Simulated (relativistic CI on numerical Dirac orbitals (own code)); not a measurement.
# Zeeman pattern of Tl+ 2298.06 Å at 1 T

Problem. The line 5d¹⁰6s6p ³P°2 – 5d¹⁰6s7s ³S1 of Tl+ lies at 2298.06 Å (air; NIST Handbook). Calculate its Zeeman pattern at B = 1 T, seen across the field, in LS coupling, and compare it with the Doppler width at an assumed gas temperature of 600 K.

Working.
1. Landé factors g = 3/2 + [S(S + 1) − L(L + 1)]/[2J(J + 1)]: lower 1.5000, upper 2.0000.
2. The unit is μB B/hc = 0.46686 × 1 = 0.4669 cm⁻¹, or 24.7 mÅ at this wavelength. A component is shifted by g_u m_u − g_l m_l units. Seen across the field, the strengths for lower J and m are J² − m² (π) and ¼(J − m)(J − m − 1) (σ).
3. π components (Δm = 0), symmetric about zero, as shift (strength, strongest of all = 100): 0.000 (100), ±0.500 (75).
4. σ components with Δm = +1, mirrored for −1: 1.000 (75), 1.500 (38), 2.000 (12).
5. The centre of the σ group lies at ḡ = 1.250 units, 30.8 mÅ from the line centre.
6. The Doppler width is 7.16 × 10⁻⁷ λ √(T/M) = 2.8 mÅ (FWHM, M = 205), so the sum of Gaussians shows separate peaks away from the centre.

Check. A relativistic CI calculation gives g = 1.5009 and 2.0009 for the two levels. The nearest fine-structure partner lies 9334 cm⁻¹ away, 19992 Zeeman units, so the weak-field formulas hold; hyperfine structure, which matters at weak fields for isotopes with nuclear spin, is neglected.
